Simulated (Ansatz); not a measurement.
Basis-set series for `C[O][In]([NH2])[F]`. Charge 0, multiplicity 1. In takes the def2 core potential. The structure was optimised at the PBE0-D4/def2-TZVP level. It is one conformer, not always the lowest.

| functional | basis | functions | energy (Eh) | HOMO (eV) | LUMO (eV) |
| --- | --- | --- | --- | --- | --- |
| PBE0-D4 | def2-SVP | 107 | -460.59068 | -7.45 | -1.53 |
| PBE0-D4 | def2-QZVPP | 460 | -460.95860 | -7.72 | -1.86 |
| ωB97M-V | def2-SVP | 107 | -460.72312 | -9.81 | 0.41 |
| ωB97M-V | def2-QZVPP | 460 | -461.10043 | -10.11 | -0.19 |

Problem. Give the rows for def2-TZVPP. (Best estimate.)

Solution. Ansatz gave: 
| functional | basis | functions | energy (Eh) | HOMO (eV) | LUMO (eV) |
| --- | --- | --- | --- | --- | --- |
| PBE0-D4 | def2-TZVPP | 244 | -460.94003 | -7.67 | -1.75 |
| ωB97M-V | def2-TZVPP | 244 | -461.08269 | -10.06 | 0.08 |

Positive LUMOs are unbound and depend on the basis.
